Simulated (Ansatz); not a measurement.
Si(NMeEt)2Me2 (C₈H₂₂N₂Si), relaxed as a singlet with RKS PBE-D4/def2-SVP in Ansatz, starting from the GFN2-xTB geometry. Force threshold 0.03 eV/Å.

Start:

Cartesian coordinates in Å:
```
Si 0.030 -0.285 -0.253
N -1.344 0.210 0.679
C -1.287 0.127 2.120
C -2.684 0.206 0.146
C -3.351 -1.171 0.132
H -1.906 0.913 2.561
H -1.638 -0.839 2.500
H -0.259 0.268 2.439
H -3.296 0.895 0.741
H -2.643 0.589 -0.874
H -4.350 -1.099 -0.292
H -2.762 -1.860 -0.467
H -3.432 -1.570 1.140
N 1.312 0.713 0.353
C 1.127 2.143 0.440
C 2.694 0.308 0.285
C 3.351 0.537 -1.078
H 1.718 2.541 1.270
H 1.428 2.664 -0.476
H 0.077 2.350 0.624
H 3.255 0.859 1.050
H 2.748 -0.754 0.529
H 4.387 0.208 -1.055
H 2.819 -0.024 -1.842
H 3.330 1.591 -1.343
C -0.379 -0.028 -2.102
H -1.198 -0.656 -2.436
H 0.481 -0.266 -2.721
H -0.647 1.004 -2.306
C 0.533 -2.108 0.015
H -0.302 -2.771 -0.193
H 0.837 -2.284 1.042
H 1.352 -2.411 -0.630
```

```json
{"step": "1", "energy (eV)": "-19484.0352", "largest force component (eV/Å)": "0.849", "SCF passes": "21"}
{"step": "2", "energy (eV)": "-19484.2812", "largest force component (eV/Å)": "0.470", "SCF passes": "19"}
{"step": "3", "energy (eV)": "-19484.3115", "largest force component (eV/Å)": "0.114", "SCF passes": "19"}
{"step": "4", "energy (eV)": "-19484.3143", "largest force component (eV/Å)": "0.038", "SCF passes": "19"}
{"step": "5", "energy (eV)": "-19484.3169", "largest force component (eV/Å)": "0.095", "SCF passes": "19"}
{"step": "6", "energy (eV)": "-19484.3181", "largest force component (eV/Å)": "0.047", "SCF passes": "19"}
{"step": "7", "energy (eV)": "-19484.3185", "largest force component (eV/Å)": "0.016", "SCF passes": "19"}
```

Force components are those of the run's own axes.

End:

```xyz
33

Si    0.020   -0.292   -0.301
N    -1.378    0.118    0.688
C    -1.255    0.054    2.133
C    -2.742    0.170    0.182
C    -3.499   -1.166    0.207
H    -1.789    0.906    2.619
H    -1.660   -0.885    2.585
H    -0.186    0.129    2.418
H    -3.312    0.923    0.778
H    -2.729    0.560   -0.857
H    -4.544   -1.042   -0.143
H    -3.006   -1.913   -0.449
H    -3.539   -1.594    1.230
N     1.329    0.747    0.253
C     1.115    2.182    0.291
C     2.720    0.326    0.327
C     3.529    0.510   -0.965
H     1.581    2.633    1.200
H     1.528    2.730   -0.592
H     0.027    2.394    0.338
H     3.219    0.890    1.153
H     2.760   -0.742    0.630
H     4.590    0.215   -0.822
H     3.112   -0.110   -1.787
H     3.520    1.566   -1.306
C    -0.458   -0.002   -2.108
H    -1.277   -0.668   -2.451
H     0.425   -0.201   -2.749
H    -0.770    1.047   -2.289
C     0.591   -2.083   -0.086
H    -0.242   -2.760   -0.367
H     0.860   -2.305    0.967
H     1.461   -2.340   -0.726
```

By distances, no bond broke or formed. The bond that changes most is Si1–N2, from 1.73 to 1.76 Å (atoms count from 1).

No frequencies were taken in this run, so the end may be a saddle point.

It took 36 s on 4 threads of Arm Neoverse V1 on a shared host.
